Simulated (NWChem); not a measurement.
Everything below was run with NWChem. System: HFSi, charge 0, spin multiplicity 1, displaced from the optimised geometry. The structure started from a generated list of species. Level: BP86/def2-SVP.

Output (cleaned and shortened):

```
             Northwest Computational Chemistry Package (NWChem) 7.3.0
             --------------------------------------------------------

                                NWChem Input Module
                                -------------------

 Scaling coordinates for geometry "geometry" by  1.889725989
 (inverse scale =  0.529177249)

 Turning off AUTOSYM since
 SYMMETRY directive was detected!

                             Geometry "geometry" -> ""
                             -------------------------

 Output coordinates in angstroms (scale by  1.889725989 to convert to a.u.)

  No.       Tag          Charge          X              Y              Z
 ---- ---------------- ---------- -------------- -------------- --------------
    1 Si                  14.0000    -0.46486100     0.41394900     0.00000000
    2 H                    1.0000     0.56291100     1.61209200     0.00000000
    3 F                    9.0000     0.66057100    -0.82304200     0.00000000

 Effective nuclear repulsion energy (a.u.)      46.5173121525

            Nuclear Dipole moment (a.u.)
            ----------------------------
        X                 Y               Z
 ---------------- ---------------- ----------------
    -0.0000075589    -0.0000000000     0.0000000000

      Symmetry information
      --------------------

 Group name             Cs
 Group number              2
 Group order               2
 No. of unique centers     3

      Symmetry unique atoms

     1    2    3


 Summary of "ao basis" -> "" (spherical)
 ------------------------------------------------------------------------------
       Tag                 Description            Shells   Functions and Types
 ---------------- ------------------------------  ------  ---------------------
 *                          def2-svp                  on all atoms

  perdew86 is a nonlocal functional; adding perdew81 local functional.

                                 NWChem DFT Module
                                 -----------------

 Summary of "ao basis" -> "ao basis" (spherical)
 ------------------------------------------------------------------------------
       Tag                 Description            Shells   Functions and Types
 ---------------- ------------------------------  ------  ---------------------
 Si                         def2-svp                 8       18   4s3p1d
 H                          def2-svp                 3        5   2s1p
 F                          def2-svp                 6       14   3s2p1d
[...]
     L   x y z        total         alpha         beta         nuclear
     -   - - -        -----         -----         ----         -------
     0   0 0 0     -0.000000    -12.000000    -12.000000     24.000000

     1   1 0 0     -0.236403     -0.118198     -0.118198     -0.000008
     1   0 1 0      0.302755      0.151377      0.151377     -0.000000
     1   0 0 1     -0.000000     -0.000000     -0.000000      0.000000

     2   2 0 0    -15.595023    -20.777251    -20.777251     25.959480
     2   1 1 0     -0.223791     11.814812     11.814812    -23.853414
     2   1 0 1      0.000000      0.000000      0.000000      0.000000
     2   0 2 0    -14.683628    -27.151180    -27.151180     39.618733
     2   0 1 1     -0.000000     -0.000000     -0.000000      0.000000
     2   0 0 2    -11.877451     -5.938726     -5.938726      0.000000

            General Information
            -------------------
          SCF calculation type: DFT
          Wavefunction type:  closed shell.
          No. of atoms     :     3
          No. of electrons :    24
           Alpha electrons :    12
            Beta electrons :    12
          Charge           :     0
          Spin multiplicity:     1
          Use of symmetry is: on ; symmetry adaption is: on
          Maximum number of iterations: 100
          AO basis - number of functions:    37
                     number of shells:    17
          Convergence on energy requested:  1.00D-06
          Convergence on density requested:  1.00D-05
          Convergence on gradient requested:  5.00D-04

              XC Information
              --------------
                    Becke 1988 Exchange Functional  1.000
                Perdew 1981 Correlation Functional  1.000 local
                Perdew 1986 Correlation Functional  1.000 non-local

             Grid Information
             ----------------
          Grid used for XC integration:  medium
          Radial quadrature: Mura-Knowles
          Angular quadrature: Lebedev.
          Tag              B.-S. Rad. Rad. Pts. Rad. Cut. Ang. Pts.
          ---              ---------- --------- --------- ---------
          Si                  1.10       88           7.0       590
          H                   0.35       45           7.0       434
          F                   0.50       49           7.0       434
          Grid pruning is: on
          Number of quadrature shells:   182
          Spatial weights used:  Erf1

          Convergence Information
          -----------------------
          Convergence aids based upon iterative change in
          total energy or number of iterations.
          Levelshifting, if invoked, occurs when the
          HOMO/LUMO gap drops below (HL_TOL):  1.00D-02
          DIIS, if invoked, will attempt to extrapolate
          using up to (NFOCK): 10 stored Fock matrices.

                    Damping( 0%)  Levelshifting(0.5)       DIIS
                  --------------- ------------------- ---------------
          dE  on:    start            ASAP                start
          dE off:    2 iters        100 iters           100 iters

      Screening Tolerance Information
      -------------------------------
          Density screening/tol_rho:  1.00D-10
          AO Gaussian exp screening on grid/accAOfunc:  14
          CD Gaussian exp screening on grid/accCDfunc:  20
          XC Gaussian exp screening on grid/accXCfunc:  20
          Schwarz screening/accCoul:  1.00D-08

                            NWChem DFT Gradient Module
                            --------------------------

  charge          =   0.00
  wavefunction    = closed shell

  Using symmetry

                         DFT ENERGY GRADIENTS

    atom               coordinates                        gradient
                 x          y          z           x          y          z
   1 Si     -0.878460   0.782250   0.000000   -0.009085   0.005219   0.000000
   2 H       1.063748   3.046412   0.000000    0.002089   0.002747   0.000000
   3 F       1.248298  -1.555324   0.000000    0.006996  -0.007967   0.000000

                 ----------------------------------------
                 |  Time  |  1-e(secs)   |  2-e(secs)   |
                 ----------------------------------------
                 |  CPU   |       0.00   |       0.23   |
                 ----------------------------------------
                 |  WALL  |       0.00   |       0.23   |
                 ----------------------------------------

 Task  times  cpu:        0.6s     wall:        0.6s

 Total times  cpu:        0.6s     wall:        0.6s
```

Problem. Write an NWChem input that would produce this output.

Solution. One answer among several that fit: 
```
start mol
memory heap 200 mb stack 900 mb global 1100 mb
geometry units angstroms nocenter noautoz
  Si    -0.464861     0.413949     0.000000
  H      0.562911     1.612092     0.000000
  F      0.660571    -0.823042     0.000000
  symmetry group Cs
end
basis spherical
  * library def2-svp
end
dft
  xc becke88 perdew86
  semidirect memsize 60000000 filesize 0
  iterations 100
  tolerances tight
end
task dft gradient
```
